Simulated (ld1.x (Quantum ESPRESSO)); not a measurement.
**Pb: ultrasoft pseudisation with LDA (PZ), scalar-relativistic reference atom.**

The input file (ld1.x (Quantum ESPRESSO) 7.5):

```
&input
   title='Pb', zed=82., rel=1, dft='PZ', iswitch=3,
   config='[Xe] 4f14 5d10 6s2 6p0',
   nld=2, rlderiv=2.20, eminld=-4.0, emaxld=5.0, deld=0.02
 /
 &inputp
   pseudotype=3, tm=.true., lloc=-1, rcloc=1.45,
   nlcc=.false.,
   file_pseudopw='Pb.UPF', file_wfcaegen='ae.wfc', file_wfcncgen='nc.wfc', file_beta='beta', file_chi='chi', file_wfcusgen='us.wfc'
 /
4
6S  1  0   2.00   0.00  1.75  1.90  0.0
6S  1  0   0.00  -1.25  1.75  1.90  0.0
6P  2  1   0.00   0.00  1.45  2.00  0.0
6P  2  1   0.00   3.60  1.45  2.00  0.0
 &test
   configts(1)='6s2 6p0'
 /
```

Command:

```bash
ld1.x < Pb.in > Pb.out
```

Output (shortened: banner, matrices, multipoles, cross overlaps and the repeated all-electron block are left out):

```
Program LD1 v.7.5
     --------------------------- All-electron run ----------------------------

     Pb
     scalar relativistic calculation

     atomic number is 82.00
     dft =PZ   lsd =0 sic =0 latt =0  beta=0.20 tr2=1.0E-14
     Exchange-correlation= PZ
                           (   1   1   0   0   0   0   0)
     mesh =1281 r(mesh) =  98.81810 a.u. xmin = -7.00 dx = 0.01250
     1 Ry =  13.60569312 eV, c = 137.03599908

     n l     nl                  e(Ry)          e(Ha)          e(eV)
     1 0     1S 1( 2.00)     -6474.2285     -3237.1143    -88086.3667
     2 0     2S 1( 2.00)     -1159.1036      -579.5518    -15770.4083
     2 1     2P 1( 6.00)      -994.6481      -497.3241    -13532.8774
     3 0     3S 1( 2.00)      -279.1652      -139.5826     -3798.2355
     3 1     3P 1( 6.00)      -232.0260      -116.0130     -3156.8742
     4 0     4S 1( 2.00)       -64.1107       -32.0553      -872.2705
     4 1     4P 1( 6.00)       -48.6611       -24.3305      -662.0674
     3 2     3D 1(10.00)      -183.9092       -91.9546     -2502.2116
     5 0     5S 1( 2.00)       -11.8575        -5.9288      -161.3301
     5 1     5P 1( 6.00)        -7.5601        -3.7801      -102.8605
     4 2     4D 1(10.00)       -30.7875       -15.3938      -418.8856
     4 3     4F 1(14.00)       -11.0390        -5.5195      -150.1937
     5 2     5D 1(10.00)        -2.7980        -1.3990       -38.0686
     6 0     6S 1( 2.00)        -2.0489        -1.0245       -27.8771
     6 1     6P 1( 0.00)        -1.2858        -0.6429       -17.4947

     final scf error:  2.5E-15 reached in  26 iterations

     Etot =  -41739.886521 Ry,  -20869.943261 Ha, -567900.086994 eV

     Ekin =   47182.255225 Ry,   23591.127612 Ha,  641947.285438 eV
     Encl = -104150.237549 Ry,  -52075.118775 Ha,-1417036.170784 eV
     Eh   =   15977.648795 Ry,    7988.824397 Ha,  217386.986325 eV
     Exc  =    -749.552991 Ry,    -374.776495 Ha,  -10198.187974 eV

     normalization and overlap integrals

     s(1S/1S) =  1.000000  <r> =   0.0161  <r2> =    0.0004  r(max) =   0.0099
     s(2S/2S) =  1.000000  <r> =   0.0676  <r2> =    0.0054  r(max) =   0.0575
     s(2P/2P) =  1.000000  <r> =   0.0615  <r2> =    0.0046  r(max) =   0.0476
     s(3S/3S) =  1.000000  <r> =   0.1746  <r2> =    0.0349  r(max) =   0.1622
     s(3P/3P) =  1.000000  <r> =   0.1766  <r2> =    0.0362  r(max) =   0.1622
     s(4S/4S) =  1.000000  <r> =   0.3845  <r2> =    0.1668  r(max) =   0.3609
     s(4P/4P) =  1.000000  <r> =   0.4103  <r2> =    0.1912  r(max) =   0.3842
     s(3D/3D) =  1.000000  <r> =   0.1600  <r2> =    0.0299  r(max) =   0.1311
     s(5S/5S) =  1.000000  <r> =   0.8524  <r2> =    0.8143  r(max) =   0.7833
     s(5P/5P) =  1.000000  <r> =   0.9761  <r2> =    1.0751  r(max) =   0.8766
     s(4D/4D) =  1.000000  <r> =   0.4312  <r2> =    0.2146  r(max) =   0.3890
     s(4F/4F) =  1.000000  <r> =   0.4539  <r2> =    0.2467  r(max) =   0.3476
     s(5D/5D) =  1.000000  <r> =   1.2938  <r2> =    1.9421  r(max) =   1.0707
     s(6S/6S) =  1.000000  <r> =   2.1680  <r2> =    5.2694  r(max) =   1.9266
     s(6P/6P) =  1.000000  <r> =   2.7440  <r2> =    8.4659  r(max) =   2.3828

     ------------------------ End of All-electron run ------------------------

     --------------------- Generating US pseudopotential ---------------------

      Generating local potential from pseudized AE potential:
      Matching radius rcloc =   1.4500

      Local pseudo, rcloc= 1.445 Estimated cut-off energy=    11.63 Ry

      Wfc   6S  rcut= 1.765  Using Troullier-Martins method
      Wfc-us  6S rcutus= 1.903  Estimated cut-off energy=    12.22 Ry

      Wfc   6S  rcut= 1.765  Using Troullier-Martins method
      Wfc-us  6S rcutus= 1.903  Estimated cut-off energy=    13.29 Ry

      Wfc   6P  rcut= 1.445  Using Troullier-Martins method
      Wfc-us  6P rcutus= 2.000  Estimated cut-off energy=    17.67 Ry

      Wfc   6P  rcut= 1.445  Using Troullier-Martins method
      Wfc-us  6P rcutus= 2.000  Estimated cut-off energy=    25.85 Ry

     ------------------- End of pseudopotential generation -------------------

     Computing logarithmic derivative in   2.19691

       Warning: n=2, l=1 expected 0 nodes, found 1
       Setting wfc to zero for this iteration
       (This warning will only be printed once per wavefunction)

       Zero norm: self consistency problem; state:  2 (l=  1, j=0.0)
     Computing logarithmic derivative in   2.19691
     Computing the partial wave expansion
     R is outside the sphere for l=    0 j= 0.00
     R is outside the sphere for l=    0 j= 0.00
     R is outside the sphere for l=    1 j= 0.00
     R is outside the sphere for l=    1 j= 0.00

     ---------------------- Testing the pseudopotential ----------------------

     Pb
     scalar relativistic calculation

     atomic number is 82.00   valence charge is  4.00
     dft =PZ   lsd =0 sic =0 latt =0  beta=0.20 tr2=1.0E-14
     mesh =1281 r(mesh) =  98.81810 xmin = -7.00 dx = 0.01250

     n l     nl             e AE (Ry)        e PS (Ry)    De AE-PS (Ry)
     1 0     6S   1( 2.00)       -2.04893       -2.04894        0.00001
     2 1     6P   1( 0.00)       -1.28584       -1.28584        0.00000

     eps = 7.2E-17  iter =  3

     Etot =  -41739.886521 Ry,  -20869.943261 Ha, -567900.086994 eV
     Etotps =    -5.480609 Ry,      -2.740304 Ha,     -74.567482 eV

     Ekin =       1.204215 Ry,       0.602108 Ha,      16.384182 eV
     Encl =      -9.921335 Ry,      -4.960667 Ha,    -134.986634 eV
     Ehrt =       1.653494 Ry,       0.826747 Ha,      22.496936 eV
     Ecxc =      -0.896316 Ry,      -0.448158 Ha,     -12.195006 eV
     Epseu=       2.479333 Ry,       1.239666 Ha,      33.733039 eV

     ---------------------- End of pseudopotential test ----------------------
```

Note: ghost states, extra bound levels that the all-electron valence spectrum of the same l lacks: s at -299.8 eV, d at -39.5 eV, p at -21.0 eV. A true bound ghost makes a file unfit for plane-wave use.

Generation and configuration tests took about 1.6 s on one core of a shared server CPU.

Transferability test of the new file with ld1.x, input:

```
&input
   title='Pb', zed=82., rel=1, dft='PZ', iswitch=2,
   config='[Xe] 4f14 5d10 6s2 6p0'
 /
 &test
   file_pseudo='Pb.UPF', nconf=10,
   configts(1)='6s2 6p0',
   configts(2)='6s2 6p2',
   configts(3)='6s2 6p1',
   configts(4)='6s1 6p0',
   configts(5)='6s1 6p3',
   configts(6)='6s2 6p1.5',
   configts(7)='6s0 6p4',
   configts(8)='6s2 6p2.3',
   configts(9)='6s2 6p2', lsdts(9)=1,
   configts(10)='6s2 6p1', lsdts(10)=1
 /
```

```bash
ld1.x < Pb.test.in > Pb.test.out
```

Pseudopotential blocks of its output, shortened (energy terms left out; the distinct warnings before each block abridged to one line each):

```
     Warning: n=2, l=1 expected 0 nodes, found 1
     ---------------------- Testing the pseudopotential ----------------------

     n l     nl             e AE (Ry)        e PS (Ry)    De AE-PS (Ry)
     1 0     6S   1( 2.00)       -2.04893       -2.04894        0.00001
     2 1     6P   1( 0.00)       -1.28584       -1.28584        0.00000

     eps = 7.2E-17  iter =  3

     Etot =  -41739.886521 Ry,  -20869.943261 Ha, -567900.086994 eV
     Etotps =    -5.480609 Ry,      -2.740304 Ha,     -74.567482 eV

     ---------------------- End of pseudopotential test ----------------------

          ---------------------- Testing the pseudopotential ----------------------

     n l     nl             e AE (Ry)        e PS (Ry)    De AE-PS (Ry)
     1 0     6S   1( 2.00)       -0.90579       -0.89692       -0.00887  !
     2 1     6P   1( 2.00)       -0.27270       -0.28477        0.01207  !

     eps = 7.1E-15  iter = 18

     Etot =  -41741.400205 Ry,  -20870.700103 Ha, -567920.681719 eV
     Etotps =    -7.023551 Ry,      -3.511775 Ha,     -95.560274 eV
     dEtot_ae =      -1.513684 Ry
     dEtot_ps =      -1.542942 Ry,   Delta E=       0.029257 Ry

     ---------------------- End of pseudopotential test ----------------------

          ---------------------- Testing the pseudopotential ----------------------

     n l     nl             e AE (Ry)        e PS (Ry)    De AE-PS (Ry)
     1 0     6S   1( 2.00)       -1.43999       -1.43921       -0.00078
     2 1     6P   1( 1.00)       -0.74626       -0.76331        0.01705  !

     eps = 1.2E-16  iter = 10

     Etot =  -41740.898017 Ry,  -20870.449008 Ha, -567913.849094 eV
     Etotps =    -6.505886 Ry,      -3.252943 Ha,     -88.517091 eV
     dEtot_ae =      -1.011496 Ry
     dEtot_ps =      -1.025277 Ry,   Delta E=       0.013782 Ry

     ---------------------- End of pseudopotential test ----------------------

          ---------------------- Testing the pseudopotential ----------------------

     n l     nl             e AE (Ry)        e PS (Ry)    De AE-PS (Ry)
     1 0     6S   1( 1.00)       -2.79170       -2.76041       -0.03129  !
     2 1     6P   1( 0.00)       -1.94238       -1.92104       -0.02134  !

     eps = 6.4E-15  iter =  6

     Etot =  -41737.470051 Ry,  -20868.735026 Ha, -567867.209247 eV
     Etotps =    -3.075028 Ry,      -1.537514 Ha,     -41.837890 eV
     dEtot_ae =       2.416470 Ry
     dEtot_ps =       2.405581 Ry,   Delta E=       0.010889 Ry

     ---------------------- End of pseudopotential test ----------------------

          ---------------------- Testing the pseudopotential ----------------------

     n l     nl             e AE (Ry)        e PS (Ry)    De AE-PS (Ry)
     1 0     6S   1( 1.00)       -0.98777       -0.96654       -0.02123  !
     2 1     6P   1( 3.00)       -0.32444       -0.33783        0.01339  !

     eps = 5.0E-15  iter = 19

     Etot =  -41740.751868 Ry,  -20870.375934 Ha, -567911.860637 eV
     Etotps =    -6.402414 Ry,      -3.201207 Ha,     -87.109278 eV
     dEtot_ae =      -0.865347 Ry
     dEtot_ps =      -0.921805 Ry,   Delta E=       0.056458 Ry

     ---------------------- End of pseudopotential test ----------------------

          ---------------------- Testing the pseudopotential ----------------------

     n l     nl             e AE (Ry)        e PS (Ry)    De AE-PS (Ry)
     1 0     6S   1( 2.00)       -1.16111       -1.15691       -0.00420
     2 1     6P   1( 1.50)       -0.49890       -0.51449        0.01559  !

     eps = 5.7E-15  iter =  9

     Etot =  -41741.208388 Ry,  -20870.604194 Ha, -567918.071912 eV
     Etotps =    -6.824670 Ry,      -3.412335 Ha,     -92.854372 eV
     dEtot_ae =      -1.321867 Ry
     dEtot_ps =      -1.344062 Ry,   Delta E=       0.022195 Ry

     ---------------------- End of pseudopotential test ----------------------
```

The test run then stopped with an error in chargeps: “negative rho”.
